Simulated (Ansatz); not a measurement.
`NC(O)N[SiH3]` and `NC(O)O` differ in one atom or group.

Ansatz, PBE0-D4/def2-TZVP geometries, multiplicity 1. Each molecule was computed in one conformer, which needn't be the lowest.

```tsv
property	`NC(O)N[SiH3]`
HOMO energy (B3LYP/def2-TZVPP) / eV	-6.91
HOMO–LUMO gap (B3LYP/def2-TZVPP) / eV	7.17
HOMO energy (PBE0/def2-TZVPP) / eV	-7.14
HOMO energy (PBE/def2-TZVPP) / eV	-5.71
HOMO–LUMO gap (ωB97M-V/def2-TZVPP) / eV	11.54
size of the dipole moment (PBE/def2-TZVPP) / D	1.62
```

(1) Give the same properties after the change, and the shifts. (An estimate is asked.)

Results:

(1) The calculation gave: 
```csv
property,`NC(O)O`,shift
HOMO energy (B3LYP/def2-TZVPP) / eV,-7.36,-0.45
HOMO–LUMO gap (B3LYP/def2-TZVPP) / eV,8.02,0.85
HOMO energy (PBE0/def2-TZVPP) / eV,-7.58,-0.44
HOMO energy (PBE/def2-TZVPP) / eV,-6.06,-0.35
HOMO–LUMO gap (ωB97M-V/def2-TZVPP) / eV,12.47,0.93
size of the dipole moment (PBE/def2-TZVPP) / D,1.10,-0.52
```

With PBE0 the HOMO falls by 0.44 eV and the LUMO rises by 0.54 eV, so the gap widens by about 0.98 eV. PBE moves the HOMO by -0.35 eV and ωB97M-V by -0.50 eV. The zero-point energy changes by -71.5 kJ/mol with -12 modes. Dipoles are sizes alone; their direction can turn.

B3LYP here is the variant with VWN-RPA as its local correlation; programs differ in this.
